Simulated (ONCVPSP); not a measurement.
# Transferability test, ONCV potential for iron

- Element: iron
- Generator: ONCVPSP 4.0.1
- Type: optimised norm-conserving Vanderbilt (ONCV)
- Functional: PBE
- Relativity: fully relativistic
- Frozen core: [Ne]
- Valence charge: 16
- Reference configuration: 3s2 3p6 3d6 4s2
- Partial waves: 3s+4s: rc 1.15 bohr, ncon 5, nbas 8, qcut 9.3 1/bohr, 3 projectors, debl 1.8 Ha; 3p: rc 0.90 bohr, ncon 4, nbas 7, qcut 10.8 1/bohr, 2 projectors, debl 1.5 Ha; 3d: rc 0.90 bohr, ncon 4, nbas 9, qcut 14.8 1/bohr, local
- Local potential: the d channel
- Core correction: Teter function, fcfact 3.5, rcfact 1.5

Open shells are filled in proportion to 2j + 1.

In the p channel the program set the typed energies aside and used -2.187, 0.250 Ha (j = l + 1/2; the other j can differ).

Energies are relative to the spin-unpolarised reference configuration 3s2 3p6 3d6 4s2; without spin polarisation the order of configurations can differ from experiment. The d channel is local and has no spin–orbit splitting in the pseudo-atom.

```
valence configuration  charge  ΔE all-electron (eV)  error AE − PS (meV)
      3s2 3p6 3d6 4s0      +2                24.933                 +1.5
      3s2 3p6 3d5 4s0      +3                59.155                 -3.5
```

**Question.** What are ΔE and the potential's error for 3s2 3p6 3d6 4s1?

**Answer.** ΔE = 8.729 eV all-electron; the error (AE − PS) is +0.4 meV.

**Question.** What are ΔE and the potential's error for 3s2 3p6 3d6.5 4s1.5?

**Answer.** ΔE = -0.727 eV all-electron; the error (AE − PS) is -0.4 meV.

Note: ghosts flagged at negative energy: p3/2 at -1215.1 eV, p1/2 at -585.4 eV; GHOST(+) flagged for s at 227.2 eV. A true bound ghost makes a file unfit for plane-wave use.
